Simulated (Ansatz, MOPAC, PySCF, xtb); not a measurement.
Pair of molecules: H2O (SMILES O) (first 3 atoms) with SiH4 (SMILES [SiH4]); geometry from B3LYP-D3(BJ)/def2-TZVP, rigid monomers moved along the line of their centres of mass till O1···Si4 is 3.60 Å.
(charge 0, multiplicity 1):
```xyz
8

O      0.465     0.312     0.348
H      0.073    -0.470    -0.056
H     -0.118     1.042     0.110
Si    -0.292    -0.169     3.837
H     -0.681    -1.383     3.086
H     -0.655    -0.373     5.262
H     -1.047     1.002     3.336
H      1.162     0.065     3.743
```

Monomers are frozen at their geometry in the pair; levels with a basis set take the counterpoise correction.

Frozen-core correlation. CBS(a, b) extrapolates the correlation energy as X⁻³ and adds the Hartree–Fock energy of set b. The state reached by PM7 isn't checked; PM7 holds dispersion and hydrogen-bond terms.

The values were computed with Ansatz (a program for electronic structure) with Gaussian orbitals; MOPAC for PM7 (differences of heats of formation); PySCF for the dispersion terms; xtb for the GFN methods. 

| level | interaction energy (kcal/mol) |
|---|---|
| PM7 | -0.77 |
| GFN2-xTB | -0.90 |
| HF/aug-cc-pV(T+d)Z | -0.56 |
| PBE0/def2-TZVPPD | -0.90 |
| PBE0-D4/def2-TZVPPD | -1.35 |
| wB97M-V/def2-TZVPPD | -1.35 |
| MP2/aug-cc-pV(T+d)Z | -1.23 |
| SCS-MP2/aug-cc-pV(T+d)Z | (withheld) |
| CCSD(T)/CBS(aug-cc-pV(D+d)Z, aug-cc-pV(T+d)Z) | -1.33 |

Problem. What belongs in the gaps?

Solution. 
- SCS-MP2/aug-cc-pV(T+d)Z, interaction energy (kcal/mol): -1.07
